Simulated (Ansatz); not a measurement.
CdF2⁻. Total charge -1; quartet. Geometry PBE-D4/def2-TZVPD; atoms count from 1.

| atom | x (Å) | y (Å) | z (Å) |
| --- | --- | --- | --- |
| Cd1 | 0.4945 | -0.3554 | -1.2708 |
| F2 | -1.0655 | -0.4114 | 0.4817 |
| F3 | 0.5709 | 0.7669 | 0.7890 |

In the def2 sets Cd takes a core potential; there is no spin–orbit coupling. The highest occupied level of the charge -1 quartet lies above zero (up to 1.87 eV). It is a level of α spin, whose loss leaves a triplet; that state wasn't run at this geometry and level. The electron is either unbound and held by the finite basis, or the level is raised by self-interaction error. At PBE0-D4/def2-TZVPD a doublet of charge -1 lies 5.25 eV below the quartet, each at its own geometry. The structure comes from a short search, and lower isomers may exist.

Problem. Estimate the Mulliken populations from the PBE0/def2-TZVPD orbitals of Ansatz.

Solution. 
| atom | charge (e) | spin (α − β) | d electrons |
| --- | --- | --- | --- |
| Cd1 | -0.33 | 2.11 | 10.00 |
| F2 | -0.34 | 0.44 | – |
| F3 | -0.34 | 0.44 | – |
Mulliken values and Mayer orders depend strongly on the basis. With diffuse functions, as here, like atoms can get unlike values, and bond orders can come out too low or too high.

Problem. Where does the spin sit?

Solution. Summed by element: Cd 2.11, F 0.89, of 3 unpaired in all. Largest on single atoms: Cd1 2.11, F2 0.44, F3 0.44.
